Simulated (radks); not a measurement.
The numbers below are computed, except where a source is named.
Task: The mean radii <r> (bohr) of the occupied orbitals of an atom or ion are listed with their occupations. Code: a radial shooting solver on a logarithmic mesh with Libxc functionals. Model: Dirac Kohn-Sham, PBE, spin-unpolarised, spherical densities, point nucleus.

| orbital | occ. | <r> |
|---|---|---|
| 1s1/2 | 2 | 0.01866 |
| 2s1/2 | 2 | 0.07833 |
| 2p1/2 | 2 | 0.06487 |
| 2p3/2 | 4 | 0.07271 |
| 3s1/2 | 2 | 0.2043 |
| 3p1/2 | 2 | 0.1942 |
| 3p3/2 | 4 | 0.2088 |
| 3d3/2 | 4 | 0.1829 |
| 3d5/2 | 6 | 0.1874 |
| 4s1/2 | 2 | 0.4586 |
| 4p1/2 | 2 | 0.4644 |
| 4p3/2 | 4 | 0.4975 |
| 4d3/2 | 4 | 0.5164 |
| 4d5/2 | 6 | 0.5279 |
| 5s1/2 | 2 | 1.102 |
| 5p1/2 | 2 | 1.220 |
| 5p3/2 | 4 | 1.325 |
| 4f5/2 | 6 | 0.6339 |
| 4f7/2 | 8 | 0.6449 |
| 5d3/2 | 3 | 1.963 |

Name the element and its charge. Open shells, if any, fill j = l - 1/2 first.

Result: Z = 73, tantalum, charge +2: Ta2+ in [Xe] 4f14 5d3. The 1s radius gives Z: for a bare nucleus <r> = (2 gamma + 1)/(2Z) with gamma = sqrt(1 - (Z/c)^2), 0.01844 bohr for Z = 73, and screening makes it slightly larger (0.01866 here). The occupations add up to 71, and the charge is Z minus that.
